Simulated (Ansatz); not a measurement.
Worked example: CH4 + C3H6FI → HI + C4H9F

Gas-phase species: CH4 (methane) `C`, singlet; C3H6FI `CC(I)CF`, singlet; HI (hydrogen iodide), singlet; C4H9F `CC(C)CF`, singlet. The partners trade CH3 for I: H–CH3 and C–I bonds give way to H–I and C–CH3.

Shapes, held fixed at every level: PBE0-D4/def2-TZVP. Flexible molecules stand in one conformer, not always the lowest. Programs: Ansatz 0.2.0. Electronic energies: no zero-point or thermal term.

At CCSD(T)/def2-TZVPP; 1 Eh = 2625.50 kJ/mol:

```
species  energy (Eh)
    CH4   -40.438606
 C3H6FI  -514.591892
     HI  -297.737430
  C4H9F  -257.292821
```

Q: Work out ΔE of the reaction at this level.

A: 
1. Products less reactants: (-297.737430) + (-257.292821) − [(-40.438606) + (-514.591892)] = 0.000247 Eh = +0.6 kJ/mol.

Other levels give -8.7 (HF/def2-TZVPP) to +8.5 kJ/mol (MP2/def2-TZVPP). No measured value is set beside it here. For atoms past krypton def2 sets carry core potentials with scalar relativity. Outer-core shells of I are correlated, in sets that cover them unevenly. The levels disagree on the sign, so it isn't settled. That is about zero within the method's error.
